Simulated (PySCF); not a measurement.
Species: 3-methylbenzoyl chloride, C8H7ClO.
Atom-mapped SMILES: `[CH3:1][c:2]1[cH:3][cH:4][cH:5][c:6]([C:7](=[O:8])[Cl:9])[cH:10]1` (hydrogens: H11, H12, H13 on C1; H14 on C3; H15 on C4; H16 on C5; H17 on C10)

Torsions of this conformer, `[CH3:1][c:2]1[cH:3][cH:4][cH:5][c:6]([C:7](=[O:8])[Cl:9])[cH:10]1`: C5–C6–C7–O8 180°.

The closed-shell ground state was solved at several levels (PySCF, density fitting, gas phase, non-relativistic). Geometry: PBE0-D3(BJ)/def2-SVP, one conformer, isolated molecule.

```csv
level,basis functions,HOMO (eV),LUMO (eV),gap (eV),dipole (D)
mPW1PW91/pcSseg-1,212,-7.70,-2.16,5.54,4.25
PBE0/pcSseg-1,212,-7.68,-2.14,5.54,4.23
```

Q: Estimate the row for CAM-B3LYP/def2-SVPD, a basis of 266 functions; the other rows only guide the guess.

A: HOMO -8.84 eV, LUMO -1.13 eV, gap 7.71 eV, dipole 4.16 D.

Q: How far do the dipole and the HOMO energy spread over the levels?

A: The dipole runs from 4.16 to 4.25 D (mean 4.21 D) and the HOMO from -8.84 to -7.68 eV.
